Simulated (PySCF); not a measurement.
## ZrFCl, triplet: data card

Computed with UPBE0/[Zr def2-TZVP with ECP28, F def2-TZVP, Cl def2-TZVP], scalar-relativistic core potentials, density fitting, no spin–orbit coupling, PySCF.

The structure is a minimum.

| Quantity | Value |
| --- | --- |
| Point group | Cs |
| Bond lengths | Zr–Cl 2.359 Å, Zr–F 1.909 Å |
| Bond angles | Cl–Zr–F 142.7° |
| Rotational constants | 1.234, 0.07435, 0.07012 cm⁻¹ |
| Lowest empty level (α) | -2.77 eV |
| Principal polarisabilities | 62.3, 73.0, 76.6 bohr³ |
| Highest occupied level (α) | -5.55 eV |
| Atomisation energy without zero-point energy | 1125 kJ/mol |
| Heat capacity Cp at 298.15 K | 51.7 J/(mol K) |
| Principal quadrupole moments (Buckingham, traceless) about the centre of mass | -10.48, 4.19, 6.30 D Å |
| Enthalpy at 298.15 K above 0 K | 13.12 kJ/mol |
| Entropy at 298.15 K and 1 bar (electronic part: spin only) | 306.0 J/(mol K) |
| Rotational symmetry number | 1 |
| Spin squared ⟨S²⟩ | 2.004 |
| Zero-point energy | 6.7 kJ/mol |
| Dipole moment | 1.39 D |

Harmonic modes (masses in u: Zr 89.905, F 18.998, Cl 34.969):
```json
{"symmetry": "a'", "ω (cm⁻¹)": "89", "IR (km/mol)": "2.4", "μ (u)": "27.38", "type": "bend"}
{"symmetry": "a'", "ω (cm⁻¹)": "382", "IR (km/mol)": "52.9", "μ (u)": "40.06", "type": "stretch"}
{"symmetry": "a'", "ω (cm⁻¹)": "643", "IR (km/mol)": "154", "μ (u)": "22.08", "type": "stretch"}
```

Charges (e):
| atom | Mulliken | Löwdin | polar tensor | spin (Mulliken) | Mayer order to Zr1 |
| --- | --- | --- | --- | --- | --- |
| Zr1 | 0.89 | 0.25 | 1.13 | 2.05 | – |
| F2 | -0.47 | -0.27 | -0.61 | -0.02 | 0.93 |
| Cl3 | -0.42 | 0.02 | -0.52 | -0.04 | 1.05 |

Mulliken populations on Zr1 (electrons outside its core potential): s 2.72, p 6.21, d 2.13, f 0.06.

Outer orbital energies (eV). α occupied: -12.54, -12.00, -11.94, -10.06, -9.44, -9.41, -5.95, -5.55; empty: -2.77, -1.79, -1.51, -0.74. β occupied: -22.22, -12.49, -11.96, -11.96, -10.01, -9.44, -9.37; empty: -2.41, -1.87, -1.34, -1.17.

Formally Zr is in oxidation state +2, d2, with 2 unpaired electrons (the high-spin count). The Mulliken spin on Zr is 2.05. The polar-tensor charge on Zr, 1.13, is far below the formal one.

Other isomers or separated fragments may lie lower. Open d and f shells are described by one determinant, and the ground state may have another occupation or spin.

The final relaxation and frequency run took 54 s on 4 threads of a shared Arm Neoverse V2 host, with 108 basis functions and 18 gradients; the process peaked at 1.1 GiB. Launch command: `OMP_NUM_THREADS=4 python axn.py task.json out`.
